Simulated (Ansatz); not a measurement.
Born–Oppenheimer molecular dynamics of ClH3O2Si (7 atoms, charge 0, multiplicity 1). It starts from a relaxed structure.

All numbers below come from Ansatz, RKS BLYP/def2-SVP.

```
ensemble        : NVT, Nosé–Hoover chain
time step       : 0.5 fs
steps asked     : 100
set temperature : 200 K
thermostat      : time constant 3 fs, chain length 1
seed            : 151043
```

First frame:

```xyz
7
Properties=species:S:1:pos:R:3
Si -0.003 -0.038 -0.010
Cl 0.041 -0.029 2.095
O 1.518 -0.021 -0.677
H 2.045 -0.837 -0.575
H -0.647 1.216 -0.467
O -0.801 -1.428 -0.483
H -1.393 -1.830 0.179
```

How far do the bonds stretch over the last three quarters of this one trajectory? (Pairs bonded in most of those frames.)


```csv
bond,mean (Å),spread (Å),shortest,longest
Si1–Cl2,2.121,0.034,2.07,2.16
Si1–O3,1.676,0.019,1.65,1.70
Si1–H5,1.491,0.054,1.41,1.59
Si1–O6,1.658,0.021,1.63,1.68
O3–H4,0.978,0.024,0.94,1.02
O6–H7,0.974,0.008,0.96,0.99
```

Mean temperature of the second half: 204 K. The conserved energy stayed within 0.28 meV per atom of its start (net change 0.07 meV per atom), so the integration is sound. A run of 0.05 ps of so small a system gives no equilibrium averages.

Time of the run: 3.6 min on 1 thread of Arm Neoverse V1, with other jobs on the host, peak memory 0.13 GiB.
